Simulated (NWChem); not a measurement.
All runs are NWChem calculations. System: H3BO3, charge 0, spin multiplicity 1, displaced from the optimised geometry. Level: B3LYP/cc-pVDZ, VWN1-RPA local correlation, spin-restricted.

Input file:

```
start mol
memory heap 200 mb stack 900 mb global 1100 mb
geometry units angstroms nocenter noautoz noautosym
  O      1.129820    -0.802029     0.000000
  B      0.005669    -0.033474     0.000000
  O      0.148747     1.336740     0.000000
  O     -1.192718    -0.694917     0.000000
  H      1.808404    -0.342359     0.000000
  H     -0.670335     1.842663     0.000000
  H     -1.972955    -0.132405     0.000000
end
basis spherical
  * library cc-pvdz
end
dft
  xc b3lyp
  semidirect memsize 60000000 filesize 0
  iterations 100
end
task dft energy
```

NWChem printed:

```
             Northwest Computational Chemistry Package (NWChem) 7.3.0
             --------------------------------------------------------

                                NWChem Input Module
                                -------------------

 Scaling coordinates for geometry "geometry" by  1.889725989
 (inverse scale =  0.529177249)

                             Geometry "geometry" -> ""
                             -------------------------

 Output coordinates in angstroms (scale by  1.889725989 to convert to a.u.)

  No.       Tag          Charge          X              Y              Z
 ---- ---------------- ---------- -------------- -------------- --------------
    1 O                    8.0000     1.12982000    -0.80202900     0.00000000
    2 B                    5.0000     0.00566900    -0.03347400     0.00000000
    3 O                    8.0000     0.14874700     1.33674000     0.00000000
    4 O                    8.0000    -1.19271800    -0.69491700     0.00000000
    5 H                    1.0000     1.80840400    -0.34235900     0.00000000
    6 H                    1.0000    -0.67033500     1.84266300     0.00000000
    7 H                    1.0000    -1.97295500    -0.13240500     0.00000000

 Effective nuclear repulsion energy (a.u.)     116.9644678807

            Nuclear Dipole moment (a.u.)
            ----------------------------
        X                 Y               Z
 ---------------- ---------------- ----------------
    -0.2262927974    -0.1532926825     0.0000000000


 Summary of "ao basis" -> "" (spherical)
 ------------------------------------------------------------------------------
       Tag                 Description            Shells   Functions and Types
 ---------------- ------------------------------  ------  ---------------------
 *                          cc-pvdz                   on all atoms

                                 NWChem DFT Module
                                 -----------------

 Summary of "ao basis" -> "ao basis" (spherical)
 ------------------------------------------------------------------------------
       Tag                 Description            Shells   Functions and Types
 ---------------- ------------------------------  ------  ---------------------
 O                          cc-pvdz                  6       14   3s2p1d
 B                          cc-pvdz                  6       14   3s2p1d
 H                          cc-pvdz                  3        5   2s1p

 Summary of "ao basis" -> "ao basis" (spherical)
 ------------------------------------------------------------------------------
       Tag                 Description            Shells   Functions and Types
 ---------------- ------------------------------  ------  ---------------------
 O                          cc-pvdz                  6       14   3s2p1d
 B                          cc-pvdz                  6       14   3s2p1d
 H                          cc-pvdz                  3        5   2s1p

            General Information
            -------------------
          SCF calculation type: DFT
          Wavefunction type:  closed shell.
          No. of atoms     :     7
          No. of electrons :    32
           Alpha electrons :    16
            Beta electrons :    16
          Charge           :     0
          Spin multiplicity:     1
          Use of symmetry is: off; symmetry adaption is: off
          Maximum number of iterations: 100
          AO basis - number of functions:    71
                     number of shells:    33
          Convergence on energy requested:  1.00D-06
          Convergence on density requested:  1.00D-05
          Convergence on gradient requested:  5.00D-04

              XC Information
              --------------
                         B3LYP Method XC Potential
                     Hartree-Fock (Exact) Exchange  0.200
                        Slater Exchange Functional  0.800 local
                    Becke 1988 Exchange Functional  0.720 non-local
              Lee-Yang-Parr Correlation Functional  0.810
                  VWN I RPA Correlation Functional  0.190 local

             Grid Information
             ----------------
          Grid used for XC integration:  medium
          Radial quadrature: Mura-Knowles
          Angular quadrature: Lebedev.
          Tag              B.-S. Rad. Rad. Pts. Rad. Cut. Ang. Pts.
          ---              ---------- --------- --------- ---------
          O                   0.60       49           9.0       434
          B                   0.85       49           8.0       434
          H                   0.35       45          10.0       434
          Grid pruning is: on
          Number of quadrature shells:   331
          Spatial weights used:  Erf1

          Convergence Information
          -----------------------
          Convergence aids based upon iterative change in
          total energy or number of iterations.
          Levelshifting, if invoked, occurs when the
          HOMO/LUMO gap drops below (HL_TOL):  1.00D-02
          DIIS, if invoked, will attempt to extrapolate
          using up to (NFOCK): 10 stored Fock matrices.

                    Damping( 0%)  Levelshifting(0.5)       DIIS
                  --------------- ------------------- ---------------
          dE  on:    start            ASAP                start
          dE off:    2 iters        100 iters           100 iters

      Screening Tolerance Information
      -------------------------------
          Density screening/tol_rho:  1.00D-10
          AO Gaussian exp screening on grid/accAOfunc:  14
          CD Gaussian exp screening on grid/accCDfunc:  20
          XC Gaussian exp screening on grid/accXCfunc:  20
          Schwarz screening/accCoul:  1.00D-08

      Superposition of Atomic Density Guess
      -------------------------------------

 Sum of atomic energies:        -250.32179701

      Non-variational initial energy
      ------------------------------

 Total energy =    -251.928629
 1-e energy   =    -574.343096
 2-e energy   =     205.449998
 HOMO         =      -0.484713
 LUMO         =       0.061297

------------------------------------------------------------
EAF file 0: "./mol.aoints.0" size=524288 bytes
------------------------------------------------------------
               write      read    awrite     aread      wait
               -----      ----    ------     -----      ----
     calls:        1         0         0         0         0
   data(b): 5.24e+05  0.00e+00  0.00e+00  0.00e+00
   time(s): 0.00e+00  0.00e+00  0.00e+00  0.00e+00  0.00e+00
rate(mb/s): 0.00e+00  0.00e+00
------------------------------------------------------------

   convergence    iter        energy       DeltaE   RMS-Dens  Diis-err    time
 ---------------- ----- ----------------- --------- --------- ---------  ------
 d= 0,ls=0.0,diis     1   -252.3631471210 -3.69D+02  1.49D-02  9.83D-01     0.9
 d= 0,ls=0.0,diis     2   -252.3566753735  6.47D-03  6.88D-03  1.26D+00     1.0
 d= 0,ls=0.0,diis     3   -252.4674403178 -1.11D-01  1.01D-03  2.38D-02     1.2
 d= 0,ls=0.0,diis     4   -252.4694653017 -2.02D-03  2.83D-04  1.15D-03     1.4
 d= 0,ls=0.0,diis     5   -252.4695279311 -6.26D-05  1.24D-04  4.36D-04     1.5
  Resetting Diis
 d= 0,ls=0.0,diis     6   -252.4695675813 -3.97D-05  8.37D-06  1.50D-06     1.7
 d= 0,ls=0.0,diis     7   -252.4695677175 -1.36D-07  3.19D-06  5.46D-08     1.9

         Total DFT energy =     -252.469567717456
      One electron energy =     -578.473047885724
           Coulomb energy =      240.249922689363
    Exchange-Corr. energy =      -31.210910401754
 Nuclear repulsion energy =      116.964467880659

 Numeric. integr. density =       32.000002198057

     Total iterative time =      1.6s

                       DFT Final Molecular Orbital Analysis
                       ------------------------------------

 Vector   14  Occ=2.000000D+00  E=-3.393893D-01
              MO Center= -5.5D-01,  2.0D-01, -2.5D-09, r^2= 2.4D+00
   Bfn.  Coefficient  Atom+Function         Bfn.  Coefficient  Atom+Function
  ----- ------------  ---------------      ----- ------------  ---------------
    47      0.448270  4 O  py                32      0.340667  3 O  px
    50      0.269714  4 O  py                33      0.258550  3 O  py
    35      0.208626  3 O  px                45     -0.168832  4 O  s
    36      0.161691  3 O  py                19     -0.154284  2 B  py
    31      0.139110  3 O  s                 67      0.118991  7 H  s

 Vector   15  Occ=2.000000D+00  E=-3.193472D-01
              MO Center= -2.7D-01,  5.1D-01,  2.2D-09, r^2= 2.1D+00
   Bfn.  Coefficient  Atom+Function         Bfn.  Coefficient  Atom+Function
  ----- ------------  ---------------      ----- ------------  ---------------
    34      0.499688  3 O  pz                48     -0.377289  4 O  pz
    37      0.369204  3 O  pz                51     -0.275264  4 O  pz
     6     -0.150811  1 O  pz                 9     -0.108288  1 O  pz
    25      0.046932  2 B  d -1              66      0.025534  6 H  pz

 Vector   16  Occ=2.000000D+00  E=-3.130232D-01
              MO Center=  3.1D-01, -6.5D-01, -5.8D-10, r^2= 1.9D+00
   Bfn.  Coefficient  Atom+Function         Bfn.  Coefficient  Atom+Function
  ----- ------------  ---------------      ----- ------------  ---------------
     6      0.509582  1 O  pz                48     -0.373048  4 O  pz
     9      0.365997  1 O  pz                51     -0.270249  4 O  pz
    34     -0.128458  3 O  pz                37     -0.094210  3 O  pz
    27     -0.057642  2 B  d  1              61      0.030221  5 H  pz

 Vector   17  Occ=0.000000D+00  E= 2.184859D-02
              MO Center= -1.3D+00,  9.6D-01, -4.4D-10, r^2= 3.8D+00
   Bfn.  Coefficient  Atom+Function         Bfn.  Coefficient  Atom+Function
  ----- ------------  ---------------      ----- ------------  ---------------
    63      0.910033  6 H  s                 68      0.838803  7 H  s
    31     -0.481814  3 O  s                 45     -0.425743  4 O  s
    35      0.228931  3 O  px                 3     -0.222472  1 O  s
    49      0.213718  4 O  px                32      0.183838  3 O  px
    58      0.181253  5 H  s                 21      0.171618  2 B  px

 Vector   18  Occ=0.000000D+00  E= 9.524855D-02
              MO Center= -1.5D+00,  7.6D-01,  4.4D-13, r^2= 4.3D+00
   Bfn.  Coefficient  Atom+Function         Bfn.  Coefficient  Atom+Function
  ----- ------------  ---------------      ----- ------------  ---------------
    68      1.200020  7 H  s                 63     -0.986888  6 H  s
    45     -0.604479  4 O  s                 31      0.582127  3 O  s
    49      0.288579  4 O  px                58     -0.275583  5 H  s
    35     -0.213897  3 O  px                46      0.176943  4 O  px
    62     -0.163132  6 H  s                 67      0.161391  7 H  s

 Vector   19  Occ=0.000000D+00  E= 9.903230D-02
              MO Center=  8.9D-04, -2.7D-02, -2.6D-09, r^2= 2.3D+00
   Bfn.  Coefficient  Atom+Function         Bfn.  Coefficient  Atom+Function
  ----- ------------  ---------------      ----- ------------  ---------------
    23      0.723032  2 B  pz                20      0.584813  2 B  pz
     9     -0.293912  1 O  pz                51     -0.295209  4 O  pz
    37     -0.291053  3 O  pz                48     -0.267164  4 O  pz
    34     -0.265686  3 O  pz                 6     -0.262559  1 O  pz

 center of mass
 --------------
 x =   0.01810394 y =  -0.04730304 z =   0.00000000

 moments of inertia (a.u.)
 ------------------
         178.999470816561          -1.253606462157           0.000000000000
          -1.253606462157         182.808939245657           0.000000000000
           0.000000000000           0.000000000000         361.808410062219

     Multipole analysis of the density
     ---------------------------------

     L   x y z        total         alpha         beta         nuclear
     -   - - -        -----         -----         ----         -------
     0   0 0 0     -0.000000    -16.000000    -16.000000     32.000000

     1   1 0 0     -0.594901     -0.184304     -0.184304     -0.226293
     1   0 1 0      1.011539      0.582416      0.582416     -0.153293
     1   0 0 1     -0.000000     -0.000000     -0.000000      0.000000

     2   2 0 0    -11.615357    -58.270090    -58.270090    104.924823
     2   1 1 0     -2.506864     -0.143147     -0.143147     -2.220571
     2   1 0 1      0.000000      0.000000      0.000000      0.000000
     2   0 2 0    -18.106220    -56.976832    -56.976832     95.847445
     2   0 1 1     -0.000000     -0.000000     -0.000000      0.000000
     2   0 0 2    -16.751321     -8.375660     -8.375660      0.000000

 Task  times  cpu:        1.8s     wall:        1.8s

 Total times  cpu:        1.9s     wall:        1.9s
```
